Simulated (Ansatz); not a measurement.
A structure relaxed at PBE0-D4/def2-SVP in Ansatz, charge 0, singlet:

```csv
atom,x (Å),y (Å),z (Å)
Li1,-0.539,-2.348,-2.762
Cl2,-1.430,-0.569,-1.602
Li3,-1.601,1.143,0.007
Cl4,-2.296,2.960,1.346
Cl5,1.543,-1.547,-3.327
Li6,0.949,0.079,-1.721
Cl7,0.630,2.070,-0.503
Li8,-0.056,3.463,1.198
Cl9,-0.080,-3.834,-1.066
Li10,-0.454,-1.899,0.235
Cl11,-1.095,-0.360,1.899
Li12,-1.337,1.658,2.983
Li13,1.932,-2.773,-1.419
Cl14,1.895,-1.141,0.206
Li15,1.106,0.677,1.479
Cl16,0.833,2.421,3.048
```

(1) Give its formula and point group.

(2) Summarise the bond lengths by kind (pairs closer than 1.2 times the sum of covalent radii, bridged metal pairs left out).

## Answers

(1) Li₈Cl₈ (started as a model of: 2x2x4 LiCl rock-salt block). Point group D2d (tolerance 0.1 Å).

(2) 28 × Cl–Li 2.30 to 2.47 Å.
